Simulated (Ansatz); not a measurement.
Reaction (ligand exchange at a B–C bond): `C=[C]([AlH2])BO` + `[OH][SnH3]` → `OB[O][SnH3]` + `C=[CH][AlH2]`

Program: Ansatz. Geometries: PBE0-D4/def2-TZVP. ΔE: electronic, gas phase. CCSD(T)/CBS adds triple-zeta CCSD(T) − MP2 to the extrapolated MP2 energy (def2 sets, frozen cores). DFT in def2-TZVPP. B3LYP here is the variant with VWN-RPA as its local correlation; programs differ in this. def2 core potentials past Kr. For Sn outer-core shells are correlated without core-valence functions, which leaves a few kJ/mol of doubt a bond. One conformer a species, not always the lowest.

```json
{"level": "B3LYP-D4", "ΔE (kJ/mol)": "-140.0"}
{"level": "HF/def2-QZVPP", "ΔE (kJ/mol)": "-153.0"}
```

Q: What does CCSD(T)/CBS give? (Estimate.)

A: The calculation gave: -139.0 kJ/mol. The listed levels differ from it by -1.0, -14.0 kJ/mol.

Largest T1 diagnostic among the species: 0.014.

In def2-TZVPP, CCSD(T) changes the Hartree–Fock value by +11.7 kJ/mol (the triples alone add +1.8 kJ/mol) and MP2 by +13.8 kJ/mol. From PBE to PBE0 (25 % exact exchange), in def2-TZVPP and without D4, ΔE moves by −3.6 kJ/mol.
